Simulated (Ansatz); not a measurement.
Basis sets compared for the cluster Pd₃Au₂⁺. Total charge 1; doublet. Geometry r2SCAN-D4/def2-SVP. Ansatz on 4 threads of Arm Neoverse V1 on a shared host; times are rough, and most runs start from earlier orbitals.

```xyz
5

Pd   -1.976    0.714    0.197
Pd    1.976   -0.734   -0.104
Pd    0.002    0.317   -1.493
Au    0.521    1.215    0.991
Au   -0.523   -1.513    0.409
```

In the def2 sets Au, Pd take a core potential; there is no spin–orbit coupling. No other spin state of charge 1 was run. Another isomer (doublet) lies 0.14 eV lower at PBE0-D4/def2-TZVP; other spin states weren't run for this one.

| level | functions | energy (Eh) | HOMO (eV) | LUMO (eV) | wall time |
| --- | --- | --- | --- | --- | --- |
| PBE-D4/def2-SVP | 157 | -655.1043 | -9.63 | -9.41 | 10 s |
| PBE0-D4/def2-SVP | 157 | -654.8885 | -10.49 | -8.33 | 23 s |

Problem. Estimate the rows for PBE-D4/def2-TZVP (with forces), PBE0-D4/def2-TZVP.

Solution. 
```json
{"level": "PBE-D4/def2-TZVP (with forces)", "functions": "200", "energy (Eh)": "-655.2238", "HOMO (eV)": "-9.60", "LUMO (eV)": "-9.38", "wall time": "14 s"}
{"level": "PBE0-D4/def2-TZVP", "functions": "200", "energy (Eh)": "-655.0038", "HOMO (eV)": "-10.45", "LUMO (eV)": "-8.27", "wall time": "53 s"}
```
